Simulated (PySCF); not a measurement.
## Cu⁺ (copper, charge +1): UHF calculation

Configuration: [Ar] 3d10, closed-shell 1S. Computed with PySCF 2.14 in aug-cc-pVDZ-DK (7s6p4d2f, 59 functions), with the spin-free X2C one-electron Hamiltonian (Gaussian nucleus).

| Item | Value |
| --- | --- |
| Total energy | -1652.906512 hartree |
| One-electron energy | -2298.5541 hartree |
| Hartree (Coulomb) energy | 712.1208 hartree |
| Exchange energy | -66.4732 hartree |
| ⟨S²⟩ | 0.0000 |
| ⟨L²⟩ | 0.000 |
| Sum of ⟨r⟩ | 17.59 bohr |
| Sum of ⟨r²⟩ | 18.64 bohr² |
| Langevin diamagnetic susceptibility | -14.8 ×10⁻⁶ cm³/mol |
| Time after the integrals | 0.48 s of wall time on 1 thread of Neoverse-V1 (shared host) |

| shell | electrons | mean orbital energy (eV) | rms radius, mean of both spins (bohr) |
| --- | --- | --- | --- |
| 1s | 2 | -9055.7 | 0.0601 |
| 2s | 2 | -1142.0 | 0.254 |
| 2p | 6 | -982.78 | 0.228 |
| 3s | 2 | -148.83 | 0.767 |
| 3p | 6 | -100.17 | 0.819 |
| 3d | 10 | -21.801 | 1.14 |

Densities and radii are taken from the X2C orbitals without a picture-change correction, which distorts them close to the nucleus.
